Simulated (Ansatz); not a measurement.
Born–Oppenheimer molecular dynamics of BClF$_{2}$ (4 atoms, charge 0, multiplicity 1). It starts from a relaxed structure.

These are results of Ansatz, RKS B3LYP-D4/6-31G, not measurements.

```json
{
 "ensemble": "NVT, Langevin thermostat",
 "time step": "2 fs",
 "steps asked": "500",
 "set temperature": "200 K",
 "friction": "0.001 /fs",
 "seed": "556227"
}
```

First frame:

```xyz
4
Properties=species:S:1:pos:R:3
B 0.029 0.000 -0.017
F 0.015 0.000 1.333
Cl 1.571 0.000 -0.907
F -1.147 0.000 -0.679
```

Q: How far do the bonds stretch over the last three quarters of this one trajectory? (Pairs bonded in most of those frames.)

A: 
```json
{"bond": "B1–F2", "mean (Å)": "1.352", "spread (Å)": "0.016", "shortest": "1.32", "longest": "1.39"}
{"bond": "B1–Cl3", "mean (Å)": "1.783", "spread (Å)": "0.027", "shortest": "1.72", "longest": "1.85"}
{"bond": "B1–F4", "mean (Å)": "1.351", "spread (Å)": "0.015", "shortest": "1.31", "longest": "1.39"}
```

Mean temperature of the second half: 212 K. A run of 1 ps of so small a system gives no equilibrium averages. Limits of this set-up: no polarisation functions.

The run took 8.4 min on 1 thread of Arm Neoverse V1 (shared host), peak memory 0.087 GiB.
